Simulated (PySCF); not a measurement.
H$_{3}$BeFGe, singlet, at a GFN2-xTB geometry (such geometries of metal compounds can be far from the true shape); PySCF with WB97X/6-31G, TDA.

Input for PySCF:
```python
from pyscf import gto, scf, dft, tdscf

mol = gto.M(
    atom='''
Be   -0.347482    0.970564   -0.871856
F    -0.649889    1.964553   -1.762820
Ge    0.190140   -0.571774    0.513097
H     1.048231   -1.699107    0.021733
H     0.986578   -0.190926    1.725236
H    -0.880355   -1.376423    1.186742
''',
    basis='6-31g',
    charge=0,
    spin=0,
    verbose=4,
)

mf = dft.RKS(mol)
mf.xc = 'wb97x'
mf.kernel()
td = mf.TDA()
td.nstates = 5
td.kernel()
td.analyze()
```

**Question.** Write the output that PySCF gives for this input, abridged.

**Answer.** 
```
PySCF version 2.14.0

[INPUT] verbose = 4
[INPUT] num. atoms = 6
[INPUT] num. electrons = 48
[INPUT] charge = 0
[INPUT] spin (= nelec alpha-beta = 2S) = 0
[INPUT] symmetry False subgroup None
[INPUT] Mole.unit = angstrom
[INPUT] Symbol           X                Y                Z      unit          X                Y                Z       unit  Magmom
[INPUT]  1 Be    -0.347482000000   0.970564000000  -0.871856000000 AA   -0.656645813216   1.834100146362  -1.647569060059 Bohr   0.0
[INPUT]  2 F     -0.649889000000   1.964553000000  -1.762820000000 AA   -1.228112221367   3.712467127193  -3.331247006906 Bohr   0.0
[INPUT]  3 Ge     0.190140000000  -0.571774000000   0.513097000000 AA    0.359312525325  -1.080496265147   0.969612805336 Bohr   0.0
[INPUT]  4 H      1.048231000000  -1.699107000000   0.021733000000 AA    1.980869505279  -3.210846886331   0.041069417865 Bohr   0.0
[INPUT]  5 H      0.986578000000  -0.190926000000   1.725236000000 AA    1.864362220521  -0.360797850059   3.260223540240 Bohr   0.0
[INPUT]  6 H     -0.880355000000  -1.376423000000   1.186742000000 AA   -1.663629842391  -2.601062501552   2.242617360519 Bohr   0.0

nuclear repulsion = 128.790331767791
number of shells = 27
number of NR pGTOs = 146
number of NR cGTOs = 51
basis = 6-31g
ecp = {}

******** <class 'pyscf.dft.rks.RKS'> ********
method = RKS
initial guess = minao
damping factor = 0
level_shift factor = 0
DIIS = <class 'pyscf.scf.diis.CDIIS'>
diis_start_cycle = 1
diis_space = 8
diis_damp = 0
SCF conv_tol = 1e-09
SCF conv_tol_grad = None
SCF max_cycles = 50
direct_scf = True
direct_scf_tol = 1e-13
XC library pyscf.dft.libxc version 7.1.2
    S. Lehtola, C. Steigemann, M. J. T. Oliveira, and M. A. L. Marques,  SoftwareX 7, 1–5 (2018)
XC functionals = wb97x
    J.-D. Chai and M. Head-Gordon,  J. Chem. Phys. 128, 084106 (2008)
radial grids:
    Treutler-Ahlrichs [JCP 102, 346 (1995); DOI:10.1063/1.469408] (M4) radial grids

becke partition: Becke, JCP 88, 2547 (1988); DOI:10.1063/1.454033
pruning grids: <function nwchem_prune>
grids dens level: 3
symmetrized grids: False
atomic radii adjust function: <function treutler_atomic_radii_adjust>
small_rho_cutoff = 0
Set gradient conv threshold to 3.16228e-05
Initial guess from minao.
tot grids = 78048
init E= -2192.51042009838
  HOMO = -0.384995130800892  LUMO = 0.000928100464883563  gap/eV = 10.50151
cycle= 1 E= -2193.00365355883  delta_E= -0.493  |g|= 0.633  |ddm|= 2.04
  HOMO = -0.356779504096492  LUMO = 0.0405313444272691  gap/eV = 10.81138
cycle= 2 E= -2192.98852865784  delta_E= 0.0151  |g|= 0.832  |ddm|= 0.992
  HOMO = -0.423298234742445  LUMO = 0.0448319490028072  gap/eV = 12.73847
cycle= 3 E= -2193.09638025292  delta_E= -0.108  |g|= 0.0302  |ddm|= 0.502
  HOMO = -0.408180883495465  LUMO = 0.0554070936904726  gap/eV = 12.61487
cycle= 4 E= -2193.09705621962  delta_E= -0.000676  |g|= 0.0103  |ddm|= 0.0856
  HOMO = -0.410994902653379  LUMO = 0.0538277791835309  gap/eV = 12.64847
cycle= 5 E= -2193.0970940707  delta_E= -3.79e-05  |g|= 0.00579  |ddm|= 0.0166
  HOMO = -0.411130168628304  LUMO = 0.0536712943395968  gap/eV = 12.64789
cycle= 6 E= -2193.09709867463  delta_E= -4.6e-06  |g|= 0.000955  |ddm|= 0.00464
  HOMO = -0.411075392819855  LUMO = 0.0536431077768522  gap/eV = 12.64563
cycle= 7 E= -2193.09709917387  delta_E= -4.99e-07  |g|= 0.000153  |ddm|= 0.00275
  HOMO = -0.411109902781246  LUMO = 0.0536287264860976  gap/eV = 12.64618
cycle= 8 E= -2193.09709919272  delta_E= -1.88e-08  |g|= 2.71e-05  |ddm|= 0.000628
  HOMO = -0.411103995483831  LUMO = 0.0536324669487589  gap/eV = 12.64612
cycle= 9 E= -2193.09709919336  delta_E= -6.4e-10  |g|= 3.88e-06  |ddm|= 0.000114
  HOMO = -0.411104348562886  LUMO = 0.0536314447012083  gap/eV = 12.64611
Extra cycle  E= -2193.09709919338  delta_E= -1.32e-11  |g|= 1.82e-06  |ddm|= 1.08e-05
converged SCF energy = -2193.09709919338

******** <class 'pyscf.tdscf.rks.TDA'> for <class 'pyscf.dft.rks.RKS'> ********
nstates = 5 singlet
deg_eia_thresh = 1.000e-03
wfnsym = None
conv_tol = 1e-05
eigh lindep = 1e-12
eigh level_shift = 0
eigh max_cycle = 100

Excitation energies (eV)
[7.50569813 7.53835282 8.09865919 8.63399005 8.66553972]

** Singlet excitation energies and oscillator strengths **
Excited State   1:      7.50570 eV    165.19 nm  f=0.1419
      22 -> 25       -0.12714
      23 -> 26       -0.14971
      24 -> 25        0.67024
Excited State   2:      7.53835 eV    164.47 nm  f=0.1466
      22 -> 26       -0.15537
      23 -> 25        0.15589
      24 -> 26       -0.66207
Excited State   3:      8.09866 eV    153.09 nm  f=0.0004
      22 -> 26        0.48992
      23 -> 25        0.49511
Excited State   4:      8.63399 eV    143.60 nm  f=0.0436
      22 -> 25        0.52779
      23 -> 26       -0.11919
      24 -> 27       -0.43004
Excited State   5:      8.66554 eV    143.08 nm  f=0.1517
      22 -> 26       -0.46288
      23 -> 25        0.45429
      23 -> 27        0.12222
      24 -> 26        0.20868

** Transition electric dipole moments (AU) **
state          X           Y           Z        Dip. S.      Osc.
  1         0.8629      0.1296     -0.1027      0.7719      0.1419
  2        -0.0105      0.5926      0.6654      0.7940      0.1466
  3         0.0013     -0.0296     -0.0335      0.0020      0.0004
  4         0.4171     -0.1269      0.1264      0.2061      0.0436
  5         0.0458     -0.5518     -0.6388      0.7147      0.1517

** Transition velocity dipole moments (imaginary part, AU) **
state          X           Y           Z        Dip. S.      Osc.
  1         0.1403      0.0184     -0.0143      0.0202      0.0489
  2        -0.0017      0.0954      0.1072      0.0206      0.0496
  3         0.0002     -0.0055     -0.0062      0.0001      0.0002
  4         0.0972     -0.1048      0.0961      0.0297      0.0623
  5         0.0071     -0.0913     -0.1086      0.0202      0.0422

** Transition magnetic dipole moments (imaginary part, AU) **
state          X           Y           Z
  1        -0.0018      0.0821      0.0911
  2        -0.1016     -0.0519      0.0450
  3         0.2029     -0.5510      0.4952
  4         0.0022     -0.0581     -0.0656
  5        -0.1131     -0.0161      0.0060
```
